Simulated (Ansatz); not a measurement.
Cost and result up the ladder for GeH3(OiPr) (C3H10GeO) (15 atoms). Charge 0, multiplicity 1. Geometry: PBE0-D4/def2-SVP.

```xyz
15

C     0.0169   -0.1246   -0.5304
C     0.1684   -1.3848   -1.3609
C     1.3476    0.5739   -0.2953
Ge   -1.3367    0.7003    1.7731
O    -0.5902   -0.5012    0.6893
H    -2.2723   -0.1150    2.6744
H    -0.2637    1.4261    2.6111
H    -2.1102    1.7195    0.9077
H    -0.6511    0.5749   -1.0777
H     0.8279   -2.0988   -0.8434
H     0.5982   -1.1612   -2.3492
H    -0.8101   -1.8659   -1.5021
H     1.2196    1.4996    0.2884
H     2.0284   -0.0879    0.2631
H     1.8274    0.8451   -1.2482
```

Ansatz on 4 threads of Arm Neoverse V2 on a shared host. Times are rough, and most runs start from the orbitals of an earlier one. ωB97M-V/def2-TZVP serves as the yardstick here, not as an exact answer. Differences are given only for rows in sets of like size (and for xTB, whose basis is part of the method), since another set adds its own error. Binding counts from free atoms at the same level (C triplet, Ge triplet, O triplet, H doublet; other spins of the atoms weren't run), without zero-point energy or a counterpoise term.

Correlated methods freeze 13 core orbitals; core or outer-core shells of Ge are correlated, in sets that lack core-valence functions. The rows differ in basis, and correlated rows in double-zeta sets carry the largest basis error. Another isomer (singlet) lies 1.36 eV lower at PBE0-D4/def2-TZVP; other spin states weren't run for this one.

Correlated methods converge slowly with the basis, most of all in double-zeta sets.

```tsv
level	functions	wall time	binding energy per atom (eV)	difference from ωB97M-V/def2-TZVP (eV)
PBE-D4/def2-SVP	138	1.4 s	3.81	–
PBE0-D4/def2-SVP	138	1.9 s	3.77	–
BLYP-D4/def2-TZVP	232	2.4 s	3.71	-0.02
PBE-D4/def2-TZVP (with forces)	232	2.9 s	3.78	0.04
MP2/def2-TZVP	232	3.5 s	3.64	-0.10
PBE0-D4/def2-TZVP	232	3.9 s	3.74	0.00
r2SCAN-D4/def2-TZVP	232	5.5 s	3.75	0.01
ωB97M-V/def2-TZVP	232	11 s	3.74	0.00
CCSD(T)/def2-SVP	138	25 s	3.59	–
```
